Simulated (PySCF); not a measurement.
A made-up structure of B₂H₃OF, closed shell:

```csv
atom,x (Å),y (Å),z (Å)
B1,-0.7336,0.9730,-0.1515
B2,0.2867,-0.3752,-0.1397
O3,0.6992,-0.9433,1.0151
F4,0.7070,-0.9071,-1.2997
H5,-1.9245,0.8595,-0.1756
H6,-0.3007,2.0885,-0.1527
H7,0.9869,-1.3730,-2.0296
```

It is relaxed with PBE-D4/def2-SVP and then PBE0-D4/def2-TZVP (PySCF 2.14 with density fitting (its default auxiliary sets; JK sets also for MP2 and CCSD(T))). Atoms count as bonded within 1.22 times the sum of their covalent radii (H–H: 0.88 Å). The end point is not checked to be a true minimum.

Q: Does its bonding change? (A judgement: the text doesn't fix the answer.)

A: The calculation gives: Yes. Formed: none; broken: B2–F4.

Where it ends: The first stage lowers the energy by 3.19 eV in 30 steps. It ends as a complex of B₂H₂O ([BH2][B][O]) + HF:
B1  (-0.602, 0.632, -0.172)
B2  (0.290, -0.539, 0.627)
O3  (0.988, -1.418, 1.067)
F4  (0.139, 0.186, -1.968)
H5  (-1.740, 0.408, -0.443)
H6  (-0.223, 1.761, -0.155)
H7  (0.733, -0.526, -1.914)
(Å)

Labels in which every atom is bracketed show which atoms are joined, not bond orders.

For scale, one of the runs: PBE0-D4/def2-TZVP relaxation, 142 basis functions, launched by `OMP_NUM_THREADS=2 python run.py`. Hardware: 2 CPU threads of an Arm Neoverse V1, shared host. Wall time 5 min; peak host memory 1.4 GiB.
